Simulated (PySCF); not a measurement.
FH3SeSi, SMILES [Se]([SiH3])F.

Geometry: PBE-D3(BJ)/def2-TZVP.

Vertical ionisation energy (IE) and electron affinity (EA) in eV. Rows of orbital energies are one-electron estimates. Where ΔSCF, EOM or ADC give a negative EA the extra electron is unbound and the value depends on the basis.

```
level                                           IE    EA
--------------------------------------------  ----  ----
−ε(HOMO), −ε(LUMO), B3LYP/def2-TZVPD (PySCF)  6.96  2.72
ADC(2)/aug-cc-pVDZ (PySCF)                    8.95  0.22
```

Beyond the first one, list the lowest photoelectron lines from ADC(2)/aug-cc-pVDZ (PySCF) with their pole strengths (two spins summed). (The exact figures need the calculation; the answer reports its results.)

10.65 eV (1.78), 12.62 eV (1.71), 12.94 eV (1.79), 13.36 eV (1.79), 13.37 eV (1.74).
